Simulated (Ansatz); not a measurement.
Ansatz (a first-principles code) input for C4H2BrF, SMILES C#C/C(F)=C\Br, B3LYP-D3(BJ)/def2-SVP. 

Ansatz 0.2 input:
```yaml
crystal:
  periodic: [false, false, false]
  atoms:
    - {symbol: C, position_ang: [-1.99751083, 1.94673298, -0.00000000]}
    - {symbol: C, position_ang: [-0.84013250, 1.62598408, 0.00000000]}
    - {symbol: C, position_ang: [0.52230230, 1.26544912, 0.00000000]}
    - {symbol: F, position_ang: [1.39836027, 2.29213849, -0.00000000]}
    - {symbol: C, position_ang: [1.00814642, 0.02229216, -0.00000000]}
    - {symbol: Br, position_ang: [-0.10842686, -1.48057975, -0.00000000]}
    - {symbol: H, position_ang: [-3.01310211, 2.21079310, -0.00000000]}
    - {symbol: H, position_ang: [2.06596759, -0.18249830, -0.00000000]}
basis:
  gaussian:
    orbitals: def2-SVP
hamiltonian:
  xc: b3lyp
  dispersion: d3bj
relax: {f_tol: 0.002, max_steps: 200}
```

It prints:

```
Functional definition: B3LYP
integrals: 0.07 GiB planned
1242 factors; integrals over basis functions are off by at most 3.7e-4 eV
mean field: 0.58 GiB planned
mean field evaluation 1: about -76922.5268 eV, gradient 4.4e1 eV
mean field evaluation 2: about -76922.2304 eV, gradient 4.6e1 eV
mean field evaluation 4: about -76927.6546 eV, gradient 3.8e0 eV
mean field evaluation 8: about -76927.7325 eV, gradient 2.0e-1 eV
mean field evaluation 16: about -76927.7326 eV, gradient 5.6e-5 eV
mean field -76927.73255508 eV, -2827.0420279092 hartree, gradient 5.6e-5 eV, S^2 0.000000; 0 other end points of the search recorded, 0 dependent functions left out
the calculation of the forces begins
reference -76927.73278655 eV, -2827.0420364158 hartree; 35, 35 occupied and 77, 77 virtual orbitals, 1242 factors
relax step   1: F+E_penalty+E_count = -76928.08494792 eV  Δ(F+E_penalty+E_count) = +0.000e0 eV  max|allowed force component| = 1.017e0 eV/Å  Δτ_max = 0.0000 Å  (29 SCF iters, accepted)
these checks for a lower state are left out or cut short: starts, cluster_reference, orbital_swaps, neighbouring_geometries, increment
integrals: 0.07 GiB planned
1242 factors; integrals over basis functions are off by at most 3.6e-4 eV
mean field: 0.58 GiB planned
mean field -76927.76893298 eV, -2827.0433647725 hartree, gradient 1.2e-5 eV, S^2 0.000000; 0 other end points of the search recorded, 0 dependent functions left out
the calculation of the forces begins
reference -76927.76916709 eV, -2827.0433733760 hartree; 35, 35 occupied and 77, 77 virtual orbitals, 1242 factors
relax step   2: F+E_penalty+E_count = -76928.11772562 eV  Δ(F+E_penalty+E_count) = -3.278e-2 eV  max|allowed force component| = 2.336e-1 eV/Å  Δτ_max = 0.0443 Å  (35 SCF iters, accepted)
these checks for a lower state are left out or cut short: starts, cluster_reference, orbital_swaps, neighbouring_geometries, increment
integrals: 0.07 GiB planned
1242 factors; integrals over basis functions are off by at most 3.5e-4 eV
mean field: 0.58 GiB planned
mean field evaluation 32: about -76927.7719 eV, gradient 1.2e-5 eV
mean field -76927.77192021 eV, -2827.0434745509 hartree, gradient 1.2e-5 eV, S^2 0.000000; 0 other end points of the search recorded, 0 dependent functions left out
the calculation of the forces begins
reference -76927.77215504 eV, -2827.0434831811 hartree; 35, 35 occupied and 77, 77 virtual orbitals, 1242 factors
relax step   3: F+E_penalty+E_count = -76928.11969823 eV  Δ(F+E_penalty+E_count) = -1.973e-3 eV  max|allowed force component| = 5.576e-2 eV/Å  Δτ_max = 0.0161 Å  (35 SCF iters, accepted)
these checks for a lower state are left out or cut short: starts, cluster_reference, orbital_swaps, neighbouring_geometries, increment
integrals: 0.07 GiB planned
1242 factors; integrals over basis functions are off by at most 3.5e-4 eV
mean field: 0.58 GiB planned
mean field -76927.77246063 eV, -2827.0434944112 hartree, gradient 1.2e-5 eV, S^2 0.000000; 0 other end points of the search recorded, 0 dependent functions left out
the calculation of the forces begins
reference -76927.77269566 eV, -2827.0435030485 hartree; 35, 35 occupied and 77, 77 virtual orbitals, 1242 factors
relax step   4: F+E_penalty+E_count = -76928.11995624 eV  Δ(F+E_penalty+E_count) = -2.580e-4 eV  max|allowed force component| = 2.209e-2 eV/Å  Δτ_max = 0.0063 Å  (27 SCF iters, accepted)
these checks for a lower state are left out or cut short: starts, cluster_reference, orbital_swaps, neighbouring_geometries, increment
integrals: 0.07 GiB planned
1242 factors; integrals over basis functions are off by at most 3.5e-4 eV
mean field: 0.58 GiB planned
mean field -76927.77263147 eV, -2827.0435006894 hartree, gradient 1.6e-5 eV, S^2 0.000000; 0 other end points of the search recorded, 0 dependent functions left out
the calculation of the forces begins
reference -76927.77286657 eV, -2827.0435093292 hartree; 35, 35 occupied and 77, 77 virtual orbitals, 1242 factors
relax step   5: F+E_penalty+E_count = -76928.12003072 eV  Δ(F+E_penalty+E_count) = -7.448e-5 eV  max|allowed force component| = 1.193e-2 eV/Å  Δτ_max = 0.0037 Å  (26 SCF iters, accepted)
these checks for a lower state are left out or cut short: starts, cluster_reference, orbital_swaps, neighbouring_geometries, increment
integrals: 0.07 GiB planned
1242 factors; integrals over basis functions are off by at most 3.5e-4 eV
mean field: 0.58 GiB planned
mean field -76927.77263559 eV, -2827.0435008410 hartree, gradient 4.6e-5 eV, S^2 0.000000; 0 other end points of the search recorded, 0 dependent functions left out
the calculation of the forces begins
reference -76927.77287071 eV, -2827.0435094812 hartree; 35, 35 occupied and 77, 77 virtual orbitals, 1242 factors
relax step   6: F+E_penalty+E_count = -76928.12004639 eV  Δ(F+E_penalty+E_count) = -1.567e-5 eV  max|allowed force component| = 5.670e-3 eV/Å  Δτ_max = 0.0015 Å  (23 SCF iters, accepted)
these checks for a lower state are left out or cut short: starts, cluster_reference, orbital_swaps, neighbouring_geometries, increment
integrals: 0.07 GiB planned
1242 factors; integrals over basis functions are off by at most 3.5e-4 eV
mean field: 0.58 GiB planned
mean field -76927.77262132 eV, -2827.0435003165 hartree, gradient 2.6e-5 eV, S^2 0.000000; 0 other end points of the search recorded, 0 dependent functions left out
the calculation of the forces begins
reference -76927.77285642 eV, -2827.0435089563 hartree; 35, 35 occupied and 77, 77 virtual orbitals, 1242 factors
relax step   7: F+E_penalty+E_count = -76928.12004748 eV  Δ(F+E_penalty+E_count) = -1.088e-6 eV  max|allowed force component| = 6.421e-4 eV/Å  Δτ_max = 0.0004 Å  (22 SCF iters, accepted)
integrals: 0.07 GiB planned
1242 factors; integrals over basis functions are off by at most 3.5e-4 eV
mean field: 0.58 GiB planned
mean field evaluation 64: about -76927.7270 eV, gradient 1.2e0 eV
mean field -76927.77262132 eV, -2827.0435003165 hartree, gradient 2.6e-5 eV, S^2 0.000000; 1 other end points of the search recorded, 0 dependent functions left out
the calculation of the forces begins
reference -76927.77285642 eV, -2827.0435089563 hartree; 35, 35 occupied and 77, 77 virtual orbitals, 1242 factors
Total energy: -76928.12028258 eV, -2827.0562766320 hartree
Atom 0 at    -2.015812     1.970318     0.000000 Å, force     0.000642    -0.000196     0.000000 eV/Å
Atom 1 at    -0.850211     1.635324    -0.000000 Å, force     0.000360    -0.000124    -0.000000 eV/Å
Atom 2 at     0.519221     1.253794    -0.000000 Å, force    -0.000123     0.000380     0.000000 eV/Å
Atom 3 at     1.393399     2.276796    -0.000000 Å, force    -0.000302    -0.000254    -0.000000 eV/Å
Atom 4 at     1.012021     0.003177     0.000000 Å, force    -0.000430     0.000034    -0.000000 eV/Å
Atom 5 at    -0.062523    -1.533743    -0.000000 Å, force     0.000062     0.000086    -0.000000 eV/Å
Atom 6 at    -3.049549     2.262335     0.000000 Å, force    -0.000391     0.000103    -0.000000 eV/Å
Atom 7 at     2.089058    -0.167690     0.000000 Å, force     0.000183    -0.000028     0.000000 eV/Å
Dipole moment:    -0.168590    -0.041643    -0.000000 e Å
```

The run converged.

Cost: around 50 core-seconds (rough).
